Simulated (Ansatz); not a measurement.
A series at Ge: from `N#[C][Ge]([F])([C]#N)[C]#N`, ligands are replaced one by one, each step taking up H–F and setting free `C#N`; n counts the steps. Ansatz, PBE0-D4/def2-TZVP geometries.

CBS adds triple-zeta CCSD(T) − MP2 to the MP2 limit, frozen cores; atoms without spin–orbit coupling. Outer-core shells of Ge are correlated without core-valence functions. Scalar relativity is left out up to krypton. Spin–orbit coupling is left out.

```
n                      molecule  atomization energy, CCSD(T)/CBS (kJ/mol)
0  `N#[C][Ge]([F])([C]#N)[C]#N`                                    3890.0
1    `N#[C][Ge]([F])([F])[C]#N`                                    3237.9
2      `N#[C][Ge]([F])([F])[F]`                                    2588.1
3        `[F][Ge]([F])([F])[F]`                                         ?
```

**Question.** By hand: fit a straight line y = ȳ + b (n − n̄) to the 3 given rows and predict n = 3.

**Answer.** n̄ = 1.000, ȳ = 3238.67; Σ(n − n̄)(y − ȳ) = -1301.90, Σ(n − n̄)² = 2.000, so b = -650.95 kJ/mol a step. Prediction: 3238.67 + (-650.95) × (2.000) = 1936.8 kJ/mol.

**Question.** By hand: compare with the computed value, 1934.2 kJ/mol, and give the steps along the whole series.

**Answer.** The line misses by -2.6 kJ/mol (computed minus predicted). Steps: -652.1, -649.8, -653.9 kJ/mol.

The steps differ by at most 4.1 kJ/mol, 0.6 % of a mean step, so the ligands' effects nearly add and a line is close. The miss is 0.1 % of the series' range. The energies themselves are unsure by some kJ/mol a bond, though much of that is common to the series.
